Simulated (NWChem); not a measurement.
CH3CdFN2; SMILES [F][Cd]1[NH]C=[NH]->1

```xyz
8

Cd     0.0000    -0.4257     0.0000
F      0.0000    -2.3928     0.0000
C     -0.0004     2.2160     0.0000
N      0.0005     1.5203    -1.1279
N      0.0005     1.5203     1.1279
H     -0.0035     3.3289     0.0000
H      0.0001     2.0292    -2.0134
H      0.0001     2.0292     2.0134
```
Atoms are numbered in this order, from 1.

Results from NWChem. Geometry: optimised at PBE-D3(BJ)/def2-SVP. No frequency run checked for a minimum. def2 effective core potentials on Cd; no spin-orbit coupling.

For level MPW1K/def2-SVP:

| Property | Value |
|---|---|
| highest occupied level (eV) | -7.63 |
| orbital gap (eV) | 7.36 |
| dipole (D) | 4.98 |

How do the values read with level PBE/def2-SVP instead?


| Quantity | Result |
|---|---|
| highest occupied level (eV) | -5.39 |
| orbital gap (eV) | 3.61 |
| dipole (D) | 4.48 |
